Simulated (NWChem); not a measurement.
System: MgSiNH5O; SMILES [NH2][Mg][O][SiH3]

Input file for NWChem:

```
start job
memory heap 200 mb stack 900 mb global 1100 mb
geometry units angstroms noautoz
  Mg    -0.488131    -1.076137    -0.085138
  N     -0.715491    -2.954245    -0.141913
  H     -0.207570    -3.611631    -0.740808
  H     -1.369948    -3.504747     0.421496
  O     -0.269429     0.725258    -0.030711
  Si    -0.081491     2.363266     0.026950
  H     -1.020563     3.063841    -0.927787
  H      1.325465     2.772365    -0.343187
  H     -0.359613     2.904609     1.410361
end
basis spherical
  Mg library def2-svp
  N library def2-svp
  H library def2-svp
  O library def2-svp
  Si library def2-svp
end
dft
  xc pbe0
  iterations 150
  vectors input atomic output neutral.movecs
end
task dft energy
charge 1
dft
  odft
  mult 2
  vectors input atomic output cation.movecs
end
task dft energy
```

Structure relaxed at the PBE-D3(BJ)/def2-SVP level.

Ions are spin-unrestricted doublets at the neutral geometry; other ion states weren't tried.

Q: What results follow from this input? (PBE0/def2-SVP, vertical spin-unrestricted ions.) Quantities: vertical ionisation energy, ΔSCF (eV); −ε(HOMO) (eV).

A: 
```yaml
vertical ionisation energy, ΔSCF (eV): 8.73
"−ε(HOMO) (eV)": 6.37
```
